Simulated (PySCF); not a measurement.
Isomers of [C7H6F3]- (charge -1), one GFN2-xTB conformer each. Single-point energies are computed at PBE0/pcSseg-1 (PySCF, gas phase, no added dispersion term), electronic only.

```
                 SMILES  GFN2-xTB relative energy (kcal/mol)
[C-]#CC/C(=C/C)C(F)(F)F                                 86.5
   FC(F)(F)Cc1cc[cH-]c1                                  0.0
```

Conformers: `[C-:1]#[C:2][CH2:3]/[C:4](=[CH:5]/[CH3:6])[C:7]([F:8])([F:9])[F:10]` (charge -1) with C2–C3–C4–C5 -94°; `[F:1][C:2]([F:3])([F:4])[CH2:5][c:6]1[cH:7][cH:8][cH-:9][cH:10]1` (charge -1) with C2–C5–C6–C7 -90°.

Question: What does PBE0/pcSseg-1 give for the same structures?

Answer: 
```json
{"SMILES": "FC(F)(F)Cc1cc[cH-]c1", "PBE0/pcSseg-1 E (Eh)": "-569.25001", "PBE0/pcSseg-1 (kcal/mol)": "0.0", "GFN2-xTB (kcal/mol)": "0.0", "point group": "Cs"}
{"SMILES": "[C-]#CC/C(=C/C)C(F)(F)F", "PBE0/pcSseg-1 E (Eh)": "-569.12231", "PBE0/pcSseg-1 (kcal/mol)": "80.1", "GFN2-xTB (kcal/mol)": "86.5", "point group": "C1"}
```

Both levels put the same isomer lowest.
